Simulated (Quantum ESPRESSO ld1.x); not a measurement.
Species: Ho3+. Configuration: [Xe] 4f(up 7, down 3).

Method: non-relativistic Kohn-Sham, LDA (Slater exchange, Perdew-Wang correlation), spin-polarised, spherical densities, point nucleus; relativity is left out, which matters for an element this heavy; computed with ld1.x of Quantum ESPRESSO 7.5.

Energy parts (hartree):
part                       energy
total                 -12060.1134
kinetic                12055.2846
electron-nucleus      -28604.1945
Hartree                 4739.8543
exchange-correlation    -251.0578

Orbitals (lengths in bohr, moments of r in powers of bohr; <r^-3> diverges for s and p1/2):
orbital  occ.  eigenvalue (hartree)   <1/r>  <r^-3>      <r^4>
1s up       1              -1903.27   66.41       -  1.185e-06
1s down     1              -1903.27   66.41       -  1.185e-06
2s up       1              -306.977   15.48       -  0.0001977
2s down     1              -306.972   15.48       -  0.0001977
2p up       3              -292.933   15.52   10350  0.0001254
2p down     3              -292.931   15.52   10350  0.0001254
3s up       1              -69.0856   5.873       -   0.007223
3s down     1              -69.0052   5.876       -   0.007208
3p up       3              -62.7318   5.819    2140   0.006551
3p down     3              -62.6582   5.823    2143   0.006535
3d up       5              -50.8491   5.728   370.0   0.004634
3d down     5              -50.7948   5.732   370.5   0.004618
4s up       1              -14.2882   2.515       -     0.1760
4s down     1              -14.1540   2.513       -     0.1765
4p up       3              -11.7547   2.422   477.5     0.1994
4p down     3              -11.6218   2.420   476.4     0.2003
4d up       5              -7.19776   2.218   70.03     0.2749
4d down     5              -7.06743   2.214   69.75     0.2778
4f up       7              -1.52232   1.724   11.23      1.277
4f down     3              -1.40465   1.702   10.99      1.468
5s up       1              -2.67431  0.9803       -      5.939
5s down     1              -2.62387  0.9704       -      6.157
5p up       3              -1.97286  0.8736   66.62      9.469
5p down     3              -1.93277  0.8625   64.40      9.905

The highest occupied level is 4f down at -38.223 eV. Spin moment in Bohr magnetons: 4. Summed over all electrons, <r^2> = 34.60 bohr^2, which gives a Langevin (diamagnetic) susceptibility term of -27.4 x 10^-6 cm^3/mol.
